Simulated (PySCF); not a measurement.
B(Cl)(H)(SeH) (BClH2Se), SMILES B(Cl)[SeH]. The structure is a stationary point at B3LYP-D3(BJ)/def2-TZVP. One conformer was computed; it need not be the lowest.

The numbers are results of B3LYP-D3(BJ)/def2-TZVP (PySCF), not measurements.

Harmonic wavenumbers (cm⁻¹): 220, 388, 549, 778, 783, 851, 1093, 2398, 2683. Rotational constants (GHz): 38.58, 1.920, 1.829; symmetry number 1.

Question: Work out the zero-point energy and the ideal-gas rigid-rotor harmonic-oscillator thermochemistry at 298.15 K and 1 atm.

Answer: ZPE = ½ Σ hcν = ½ × 9743 cm⁻¹ = 13.93 kcal/mol. H − E(el) = 17.11 kcal/mol. Entropy in cal/(mol K): translation 40.44, rotation 25.28, vibration 4.19, total 69.90. G − E(el) = -3.73 kcal/mol. Cp = 14.62 cal/(mol K).
